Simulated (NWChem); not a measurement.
System: C4H4ClF; SMILES C=C/C=C(\F)Cl

Parts of the log:

```
             Northwest Computational Chemistry Package (NWChem) 7.3.0
             --------------------------------------------------------

                             Geometry "geometry" -> ""
                             -------------------------

 Output coordinates in angstroms (scale by  1.889725989 to convert to a.u.)

  No.       Tag          Charge          X              Y              Z
 ---- ---------------- ---------- -------------- -------------- --------------
    1 C                    6.0000     0.48131200    -3.10830800     0.00000000
    2 C                    6.0000    -0.18595900    -1.93063400     0.00000000
    3 C                    6.0000     0.45903100    -0.63104100     0.00000000
    4 C                    6.0000    -0.21838500     0.54163000     0.00000000
    5 F                    9.0000    -1.55224500     0.60362000     0.00000000
    6 Cl                  17.0000     0.51949000     2.10230200     0.00000000
    7 H                    1.0000     1.58290500    -3.14474400     0.00000000
    8 H                    1.0000    -0.05509100    -4.06843300     0.00000000
    9 H                    1.0000    -1.28892200    -1.93273500     0.00000000
   10 H                    1.0000     1.55735800    -0.57353500     0.00000000

 Effective nuclear repulsion energy (a.u.)     259.1731022260

                              NWChem Property Module
                              ----------------------

  itol2e modified to match energy
  convergence criterion.

                                 NWChem DFT Module
                                 -----------------

 Summary of "ao basis" -> "ao basis" (spherical)
 ------------------------------------------------------------------------------
       Tag                 Description            Shells   Functions and Types
 ---------------- ------------------------------  ------  ---------------------
 C                           6-31g*                  6       14   3s2p1d
 F                           6-31g*                  6       14   3s2p1d
 Cl                          6-31g*                  8       18   4s3p1d
 H                           6-31g*                  2        2   2s

  itol2e modified to match energy
  convergence criterion.

[...]

          -----------------------------------------
          Chemical Shielding Tensors (GIAO, in ppm)
          -----------------------------------------

                                NWChem CPHF Module
                                ------------------

  scftype          =     RHF
  nclosed          =       27
  nopen            =        0
  variables        =     1863
  # of vectors     =        3
  tolerance        = 0.10D-03
  level shift      = 0.00D+00
  max iterations   =       50
  max subspace     =       30

 SCF residual:    6.7527919345526091E-005

Iterative solution of linear equations
  No. of variables     1863
  No. of equations        3
  Maximum subspace       30
        Iterations       50
       Convergence  1.0D-04

   iter   nsub   residual    time
   ----  ------  --------  ---------
     1      3    7.29D-01      57.4
     2      6    2.86D-02      61.1
     3      9    3.01D-03      66.0
     4     12    1.88D-04      71.3
     5     15    2.07D-05      75.6

      Atom:    1  C
        Diamagnetic
    261.2958     -3.5379     -0.0000
     -3.5379    268.0902      0.0000
     -0.0000      0.0000    245.7592

        Paramagnetic
   -251.6112    -39.5687      0.0000
    -39.5687   -209.2215      0.0000
      0.0000      0.0000    -78.5305

        Total Shielding Tensor
      9.6846    -43.1066     -0.0000
    -43.1066     58.8687      0.0000
     -0.0000      0.0000    167.2287

           isotropic =      78.5940
          anisotropy =     132.9520

          Principal Components and Axis System
                 1           2           3
              167.2287     83.9048    -15.3515

      1        -0.0000     -0.5022      0.8647
      2         0.0000      0.8647      0.5022
      3         1.0000     -0.0000     -0.0000

      Atom:    2  C
        Diamagnetic
    255.7303     -0.1393     -0.0000
     -0.1393    270.9576      0.0000
     -0.0000      0.0000    237.0416

        Paramagnetic
   -272.9156    -41.7542      0.0000
    -41.7542   -219.0628      0.0000
      0.0000      0.0000    -63.7167

        Total Shielding Tensor
    -17.1853    -41.8935      0.0000
    -41.8935     51.8948      0.0000
      0.0000      0.0000    173.3249

           isotropic =      69.3448
          anisotropy =     155.9701

          Principal Components and Axis System
                 1           2           3
              173.3249     71.6510    -36.9415

      1         0.0000     -0.4265      0.9045
      2         0.0000      0.9045      0.4265
      3         1.0000      0.0000     -0.0000

      Atom:    3  C
        Diamagnetic
    259.6940     -0.7434      0.0000
     -0.7434    274.1648      0.0000
      0.0000      0.0000    240.1701

        Paramagnetic
   -246.8736    -20.9553     -0.0000
    -20.9553   -172.1824      0.0000
     -0.0000      0.0000    -98.2665

        Total Shielding Tensor
     12.8204    -21.6987     -0.0000
    -21.6987    101.9824      0.0000
     -0.0000      0.0000    141.9036

           isotropic =      85.5688
          anisotropy =      84.5022

          Principal Components and Axis System
                 1           2           3
              141.9036    106.9826      7.8202

      1        -0.0000     -0.2246      0.9745
      2         0.0000      0.9745      0.2246
      3         1.0000     -0.0000     -0.0000

      Atom:    4  C
        Diamagnetic
    263.2415      0.6039      0.0000
      0.6039    266.3430      0.0000
      0.0000      0.0000    235.3842

[...]
```

Level: PBE0/6-31G* (spherical d), GIAO. Structure relaxed at the PBE-D3(BJ)/def2-SVP level. The printed shielding anisotropy is the first printed principal value minus the mean of the other two.

Q: Reconstruct the input file.

A: Several could match; the one computed here: the input that was run:
```
start job
memory heap 200 mb stack 900 mb global 1100 mb
geometry units angstroms noautosym nocenter noautoz
  C      0.481312    -3.108308     0.000000
  C     -0.185959    -1.930634     0.000000
  C      0.459031    -0.631041     0.000000
  C     -0.218385     0.541630     0.000000
  F     -1.552245     0.603620     0.000000
  Cl     0.519490     2.102302     0.000000
  H      1.582905    -3.144744     0.000000
  H     -0.055091    -4.068433     0.000000
  H     -1.288922    -1.932735     0.000000
  H      1.557358    -0.573535     0.000000
end
basis spherical
  * library 6-31g*
end
dft
  xc pbe0
  iterations 150
end
property
  shielding
end
task dft property
```
